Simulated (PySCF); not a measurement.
C5HBrN2.
SMILES with atom numbers: `[N:1]#[C:2][CH:3]=[C:4]=[C:5]([Br:6])[C:7]#[N:8]` (hydrogens: H9 on C3)

Method: PBE0-D3(BJ)/def2-SVP geometry optimisation, gas phase (PySCF); density fitting, grid level 2; the optimiser is geomeTRIC in internal coordinates, started from a GFN2-xTB structure.

Step 0: E = -78191.7151 eV
```
atom  x, y, z in Å  |  force x, y, z in eV/Å
N1     -2.6633    1.9085    0.5491   -1.010   1.556   0.593
C2     -2.0777    0.9922    0.1938    0.680  -1.004  -0.353
C3     -1.3744   -0.1516   -0.2504   -0.287   0.117  -0.072
C4     -0.1048   -0.3185   -0.0120    0.319  -0.175   0.162
C5      1.1602   -0.4733    0.2567    0.302  -0.533   0.822
Br6     1.7456   -1.3832    1.8613   -0.279   0.312  -0.529
C7      2.2019   -0.0227   -0.5815   -1.055  -0.436   0.843
N8      3.0606    0.3318   -1.2493    1.484   0.626  -1.176
H9     -1.9534   -0.8741   -0.8137   -0.155  -0.464  -0.291
```

Step 1: E = -78191.7655 eV
```
atom  x, y, z in Å  |  force x, y, z in eV/Å
N1     -2.7770    1.9388    0.4629   -0.009  -0.019   0.038
C2     -2.1305    1.0171    0.1887   -0.017   0.065   0.025
C3     -1.3575   -0.1165   -0.1984   -0.009  -0.117  -0.064
C4     -0.0781   -0.2579    0.0612    0.038   0.042   0.039
C5      1.1954   -0.4639    0.3031   -0.200  -0.034  -0.341
Br6     1.7282   -1.5019    1.7757    0.137  -0.043   0.285
C7      2.2224   -0.0182   -0.5809    0.030  -0.023   0.043
N8      3.0677    0.3208   -1.2975    0.006   0.033  -0.002
H9     -1.8759   -0.9092   -0.7607    0.023   0.095  -0.021
```

Problem. Estimate the geometry and energy of step 2. (The exact step hangs on the optimiser's Hessian estimate; all steps are aligned on step 1, rigid shifts and turns removed.)

Solution. E = -78191.7781 eV, largest force 0.235 eV/Å
```
atom  x, y, z in Å  |  force x, y, z in eV/Å
N1     -2.7253    1.9369    0.5193   -0.003  -0.016   0.039
C2     -2.1057    1.0116    0.1991   -0.050   0.044  -0.078
C3     -1.3681   -0.1304   -0.2354    0.030   0.005   0.045
C4     -0.0927   -0.2946    0.0315    0.069  -0.219   0.050
C5      1.1771   -0.5147    0.2788   -0.004   0.228   0.031
Br6     1.7539   -1.4171    1.8424   -0.074   0.006  -0.080
C7      2.2069   -0.0327   -0.5828    0.036  -0.100  -0.017
N8      3.0538    0.3415   -1.2799    0.000   0.023   0.000
H9     -1.9054   -0.8916   -0.8191   -0.005   0.030   0.010
```

The energy changes by -0.0126 eV. The first-order estimate −F·Δx gives -0.0372 eV and the mean of the old and new forces, exact on a quadratic surface, -0.0115 eV. The step makes an angle of 68° with the force vector and moves no atom by more than 0.111 Å.

The cost below is that of the whole optimisation. The run took 44 s wall on one thread, AMD EPYC 7R43 (x86_64), shared host with 256 logical CPUs at a one-minute load of 71, and the process peaked at 0.72 GiB of memory.
